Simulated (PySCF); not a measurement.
# Correlation energy of Os²⁺ (osmium, charge +2)

[Xe] 4f14 5d6, high-spin 5D determinant. Calculation: PySCF 2.14, in aug-cc-pVTZ-PP with ECP60MDF; scalar relativity through the core potential. Frozen: 5s2 5p6; 6 electrons correlated.

```json
{"level": "CCSD", "correlation energy (mhartree)": "-106.90"}
{"level": "(T)", "correlation energy (mhartree)": "-3.05"}
{"level": "CCSD(T)", "correlation energy (mhartree)": "-109.95"}
```

Diagnostics: T1 = 0.0025, D1 = 0.0049, largest double amplitude 0.056.

Spin-orbit coupling, absent here, splits the open shell strongly.

Cost of the coupled-cluster step: of the order of 40 core-seconds, for 6 correlated electrons.

Iterations:

```
CC2 = 0
CCSD nocc = (np.int64(5), np.int64(1)), nmo = (84, 84)
frozen orbitals [[0, 1, 2, 3], [0, 1, 2, 3]]
max_cycle = 100
direct = 0
conv_tol = 1e-08
conv_tol_normt = 1e-06
diis_space = 8
diis_start_cycle = 0
Init t2, MP2 energy = -0.0996998102222167
Init E_corr(UCCSD) = -0.0996998102225613
cycle = 1  E_corr(UCCSD) = -0.104758421694877  dE = -0.00505861147  norm(t1,t2) = 0.0231229
cycle = 2  E_corr(UCCSD) = -0.105578160969233  dE = -0.000819739274  norm(t1,t2) = 0.0145407
cycle = 3  E_corr(UCCSD) = -0.106719092051699  dE = -0.00114093108  norm(t1,t2) = 0.010886
cycle = 4  E_corr(UCCSD) = -0.106834347860102  dE = -0.000115255808  norm(t1,t2) = 0.00397362
cycle = 5  E_corr(UCCSD) = -0.106886389226655  dE = -5.20413666e-05  norm(t1,t2) = 0.00139084
cycle = 6  E_corr(UCCSD) = -0.106901873895928  dE = -1.54846693e-05  norm(t1,t2) = 0.000606665
cycle = 7  E_corr(UCCSD) = -0.106898695171496  dE = 3.17872443e-06  norm(t1,t2) = 0.000260004
cycle = 8  E_corr(UCCSD) = -0.106902003462679  dE = -3.30829118e-06  norm(t1,t2) = 0.000142126
cycle = 9  E_corr(UCCSD) = -0.106902189273991  dE = -1.85811312e-07  norm(t1,t2) = 7.41621e-05
cycle = 10  E_corr(UCCSD) = -0.10690195801175  dE = 2.31262241e-07  norm(t1,t2) = 3.24672e-05
cycle = 11  E_corr(UCCSD) = -0.1069019510702  dE = 6.94154997e-09  norm(t1,t2) = 1.39626e-05
cycle = 12  E_corr(UCCSD) = -0.106902072932337  dE = -1.21862137e-07  norm(t1,t2) = 5.78781e-06
cycle = 13  E_corr(UCCSD) = -0.106902073894838  dE = -9.62500801e-10  norm(t1,t2) = 2.396e-06
cycle = 14  E_corr(UCCSD) = -0.1069020353267  dE = 3.85681379e-08  norm(t1,t2) = 1.07734e-06
cycle = 15  E_corr(UCCSD) = -0.10690200796881  dE = 2.73578896e-08  norm(t1,t2) = 5.1971e-07
cycle = 16  E_corr(UCCSD) = -0.106901998101561  dE = 9.86724895e-09  norm(t1,t2) = 2.54104e-07
UCCSD converged
E(UCCSD) = -89.34926513182225  E_corr = -0.1069019981015612
UCCSD(T) correction = -0.00305257035104498
```
